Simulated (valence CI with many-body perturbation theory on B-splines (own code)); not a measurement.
## E1 transitions of Ta60+

Method: valence CI with perturbative core correlation (CI+MBPT): three valence electrons over a frozen Dirac-Fock core [Ne], radial functions for each j: 11 s, 11 p, 10 d, 8 f, 5 g, 2 h, with the one-electron correlation potential Σ1 (screened to all orders), the two-electron term Σ2, the three-electron term Σ3, Breit, model QED; selected single and double excitations, second order for the rest, scaled by the run's own slope (own B-spline code, finite nucleus).

The last digits are not significant, and no measured levels were compared; by estimate large intervals hold to a few tenths of a per cent, small ones and those within an open d or f shell to about a per cent.

Lines 51 to 100 of 591 in falling wavelength, among levels below 3172.5 eV, chosen from the strongest by gf and those to the six lowest levels. Wavelengths and rates use the calculated energies. Electric multipoles are in the length gauge with retardation, E1 and E2 with the static RPA response of the core. Weak lines are less certain than strong ones. Lines between different terms over intervals too small for the method are left out, as are lines whose strength nearly cancels. The highest levels of a list are the least certain.

Levels are named by their leading jj configuration (3d3/2^4 stands for four electrons in 3d with j = 3/2), which in mixed levels can hold well under half, so a name can repeat and another be missing. Letters in brackets count levels of one name in rising energy.

| λ vac (Å) | Upper | Lower | A (s⁻¹) | S (a.u.) with core polarisation | S without |
| --- | --- | --- | --- | --- | --- |
| 65.32 | (3p1/2 3p3/2 3d3/2) J=5/2 [a] | (3p1/2 3p3/2^2) J=5/2 | 2.58e+10 | 2.13e-02 | 2.16e-02 |
| 64.44 | (3p1/2 3p3/2 3d5/2) J=9/2 | (3s 3p3/2 3d5/2) J=9/2 | 3.74e+10 | 4.94e-02 | 5.02e-02 |
| 63.61 | (3s 3p1/2 3d3/2) J=3/2 [a] | (3s 3p1/2 3p3/2) J=5/2 | 3.37e+10 | 1.71e-02 | 1.74e-02 |
| 63.26 | (3p1/2^2 3d3/2) J=3/2 | (3s 3p1/2 3d3/2) J=3/2 [a] | 4.42e+10 | 2.21e-02 | 2.24e-02 |
| 62.18 | (3p1/2^2 3p3/2) J=3/2 | (3s 3p1/2 3p3/2) J=3/2 [a] | 2.04e+10 | 9.70e-03 | 9.85e-03 |
| 61.35 | (3d3/2^2 3d5/2) J=9/2 | (3p3/2 3d3/2 3d5/2) J=7/2 [c] | 1.48e+10 | 1.68e-02 | 1.70e-02 |
| 59.88 | (3s 3p1/2 3d3/2) J=5/2 | (3s 3p1/2 3p3/2) J=5/2 | 1.08e+10 | 6.85e-03 | 6.94e-03 |
| 58.42 | (3s 3p1/2 3d3/2) J=1/2 | (3s 3p1/2 3p3/2) J=3/2 [b] | 3.71e+08 | 7.31e-05 | 7.47e-05 |
| 58.28 | (3s 3p1/2 3d3/2) J=3/2 [a] | (3s 3p1/2 3p3/2) J=3/2 [a] | 4.37e+08 | 1.71e-04 | 1.74e-04 |
| 58.19 | (3s^2 4p3/2) J=3/2 | (3s^2 4s) J=1/2 | 4.09e+11 | 1.59e-01 | 1.60e-01 |
| 57.17 | (3p1/2 3d3/2 3d5/2) J=9/2 | (3p1/2 3p3/2 3d5/2) J=9/2 | 3.40e+10 | 3.14e-02 | 3.18e-02 |
| 56.73 | (3s 3p1/2 3d3/2) J=3/2 [b] | (3s 3p1/2 3p3/2) J=3/2 [b] | 4.63e+09 | 1.67e-03 | 1.69e-03 |
| 55.13 | (3s 3p1/2 3d3/2) J=5/2 | (3s 3p1/2 3p3/2) J=3/2 [a] | 1.32e+08 | 6.54e-05 | 6.60e-05 |
| 55.01 | (3d3/2 3d5/2^2) J=11/2 | (3p3/2 3d5/2^2) J=9/2 | 1.91e+10 | 1.89e-02 | 1.91e-02 |
| 53.97 | (3s^2 3d3/2) J=3/2 | (3s^2 3p3/2) J=3/2 | 2.77e+08 | 8.58e-05 | 8.60e-05 |
| 52.04 | (3d3/2^2 3d5/2) J=9/2 | (3p3/2 3d3/2 3d5/2) J=9/2 [a] | 2.20e+10 | 1.53e-02 | 1.55e-02 |
| 51.78 | (3s 3p1/2 3d3/2) J=3/2 [b] | (3s 3p1/2 3p3/2) J=5/2 | 1.99e+09 | 5.46e-04 | 5.56e-04 |
| 51.48 | (3d3/2 3d5/2^2) J=11/2 | (3p3/2 3d5/2^2) J=11/2 | 3.75e+10 | 3.03e-02 | 3.07e-02 |
| 50.24 | (3p3/2 3d5/2^2) J=5/2 [a] | (3p3/2^2 3d5/2) J=3/2 | 5.47e+10 | 2.06e-02 | 2.08e-02 |
| 49.42 | (3s 3p1/2 3d3/2) J=1/2 | (3s 3p1/2 3p3/2) J=3/2 [a] | 5.59e+09 | 6.66e-04 | 6.76e-04 |
| 48.20 | (3s 3p1/2 3d3/2) J=3/2 [b] | (3s 3p1/2 3p3/2) J=3/2 [a] | 3.77e+09 | 8.34e-04 | 8.44e-04 |
| 47.70 | (3p3/2 3d5/2^2) J=7/2 [a] | (3p3/2^2 3d5/2) J=5/2 [a] | 3.38e+10 | 1.45e-02 | 1.47e-02 |
| 47.46 | (3d5/2^3) J=3/2 | (3p3/2 3d5/2^2) J=3/2 [b] | 1.62e+11 | 3.41e-02 | 3.46e-02 |
| 47.43 | (3s 3p3/2 3d5/2) J=3/2 [a] | (3s 3p3/2^2) J=3/2 | 6.32e+10 | 1.33e-02 | 1.35e-02 |
| 47.26 | (3d5/2^3) J=9/2 | (3p3/2 3d5/2^2) J=7/2 [b] | 3.14e+11 | 1.63e-01 | 1.66e-01 |
| 47.06 | (3s 3p1/2 3d5/2) J=5/2 [a] | (3s 3p1/2 3p3/2) J=3/2 [b] | 2.06e+09 | 6.35e-04 | 6.43e-04 |
| 47.02 | (3s 3d5/2^2) J=5/2 | (3s 3p3/2 3d5/2) J=3/2 [b] | 6.02e+10 | 1.85e-02 | 1.88e-02 |
| 46.67 | (3d3/2 3d5/2^2) J=7/2 [a] | (3p3/2 3d3/2 3d5/2) J=5/2 [c] | 9.90e+10 | 3.97e-02 | 4.03e-02 |
| 46.03 | (3s 3d5/2^2) J=7/2 | (3s 3p3/2 3d5/2) J=5/2 [b] | 3.07e+11 | 1.18e-01 | 1.20e-01 |
| 46.03 | (3d3/2 3d5/2^2) J=5/2 [a] | (3p3/2 3d3/2 3d5/2) J=3/2 [c] | 9.21e+10 | 2.66e-02 | 2.69e-02 |
| 46.02 | (3s 3d5/2^2) J=9/2 | (3s 3p3/2 3d5/2) J=7/2 [b] | 8.68e+10 | 4.17e-02 | 4.23e-02 |
| 45.46 | (3d5/2^3) J=5/2 | (3p3/2 3d5/2^2) J=3/2 [b] | 2.56e+11 | 7.11e-02 | 7.21e-02 |
| 45.40 | (3d3/2 3d5/2^2) J=9/2 | (3p3/2 3d3/2 3d5/2) J=7/2 [c] | 2.51e+11 | 1.16e-01 | 1.17e-01 |
| 45.21 | (3d3/2 3d5/2^2) J=7/2 [b] | (3p3/2 3d3/2 3d5/2) J=5/2 [d] | 1.51e+11 | 5.51e-02 | 5.58e-02 |
| 45.04 | (3s 3d3/2 3d5/2) J=3/2 [b] | (3s 3p3/2 3d3/2) J=1/2 [b] | 6.95e+10 | 1.25e-02 | 1.27e-02 |
| 45.03 | (3d3/2 3d5/2^2) J=11/2 | (3p3/2 3d3/2 3d5/2) J=9/2 [b] | 3.41e+11 | 1.85e-01 | 1.87e-01 |
| 44.96 | (3s 3d3/2 3d5/2) J=5/2 [b] | (3s 3p3/2 3d3/2) J=5/2 [b] | 5.62e+10 | 1.51e-02 | 1.53e-02 |
| 44.95 | (3p1/2 3d5/2^2) J=5/2 | (3p1/2 3p3/2 3d5/2) J=3/2 [b] | 7.48e+10 | 2.01e-02 | 2.04e-02 |
| 44.91 | (3s 3d3/2 3d5/2) J=7/2 [b] | (3s 3p3/2 3d3/2) J=5/2 [b] | 1.91e+11 | 6.83e-02 | 6.92e-02 |
| 44.85 | (3p1/2 3d5/2^2) J=7/2 | (3p1/2 3p3/2 3d5/2) J=5/2 [b] | 3.07e+11 | 1.09e-01 | 1.11e-01 |
| 44.79 | (3p1/2 3d5/2^2) J=3/2 | (3p1/2 3p3/2 3d5/2) J=1/2 | 9.17e+10 | 1.63e-02 | 1.65e-02 |
| 44.77 | (3d5/2^3) J=3/2 | (3p3/2 3d5/2^2) J=5/2 [b] | 8.61e+10 | 1.52e-02 | 1.54e-02 |
| 44.69 | (3d5/2^3) J=3/2 | (3p3/2 3d5/2^2) J=3/2 [a] | 1.02e+11 | 1.79e-02 | 1.81e-02 |
| 44.61 | (3s 3d5/2^2) J=3/2 | (3s 3p3/2 3d5/2) J=3/2 [b] | 1.20e+11 | 2.10e-02 | 2.13e-02 |
| 44.59 | (3p3/2 3d3/2 3d5/2) J=7/2 [b] | (3p3/2^2 3d3/2) J=7/2 | 1.04e+11 | 3.62e-02 | 3.67e-02 |
| 44.59 | (3p3/2 3d5/2^2) J=11/2 | (3p3/2^2 3d5/2) J=9/2 | 1.64e+11 | 8.62e-02 | 8.74e-02 |
| 44.48 | (3d3/2 3d5/2^2) J=5/2 [b] | (3p3/2 3d3/2 3d5/2) J=3/2 [c] | 1.17e+11 | 3.05e-02 | 3.09e-02 |
| 44.41 | (3p3/2 3d5/2^2) J=7/2 [b] | (3p3/2^2 3d5/2) J=5/2 [b] | 5.35e+11 | 1.85e-01 | 1.87e-01 |
| 44.38 | (3d3/2 3d5/2^2) J=5/2 [a] | (3p3/2 3d3/2 3d5/2) J=3/2 [b] | 2.02e+11 | 5.24e-02 | 5.31e-02 |
| 44.16 | (3p1/2 3p3/2 3d5/2) J=3/2 [a] | (3p1/2 3p3/2^2) J=3/2 | 1.03e+11 | 1.74e-02 | 1.77e-02 |
